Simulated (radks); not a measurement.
The numbers below are computed, except where a source is named.
Spherical quantum dot in the effective-mass picture: electrons in a hard-walled sphere of radius 1.98, all in effective atomic units (hartree* = m*/eps^2 hartree, bohr* = eps/m* bohr), one dielectric constant everywhere. Level of theory: non-relativistic Kohn-Sham, PBEsol, spin-polarised, spherical densities (a radial shooting solver with Libxc functionals). Levels are named by radial order and angular momentum (1s, 1p, 1d, 2s, ...), and open shells are averaged over m. Results are scaled to m* = 0.203 and eps = 16.1, for which hartree* = 21.31 meV and bohr* = 4.197 nm.

N = 11, configuration 1s2 1p6 1d(up 3, down 0). This is the lowest configuration that the search found. Occupied and some empty levels:

| level | occupation | eigenvalue (meV) | <r> (nm) |
|---|---|---|---|
| 1s up | 1 | 185.49 | 4.811 |
| 1s down | 1 | 187.70 | 4.773 |
| 1p up | 3 | 206.00 | 5.304 |
| 1p down | 3 | 208.59 | 5.288 |
| 1d up | 3 | 236.16 | 5.634 |
| 1d down | 0 | 238.96 | 5.626 |
| 2s up | 0 | 268.30 | 3.927 |
| 2s down | 0 | 269.52 | 3.940 |
| 1f up | 0 | 274.68 | 5.878 |
| 1f down | 0 | 277.59 | 5.875 |
| 2p up | 0 | 320.25 | 4.410 |
| 2p down | 0 | 321.83 | 4.410 |

Energy (meV): total 1448.58, kinetic 681.04, external 0, Hartree 925.08, exchange-correlation -157.54.
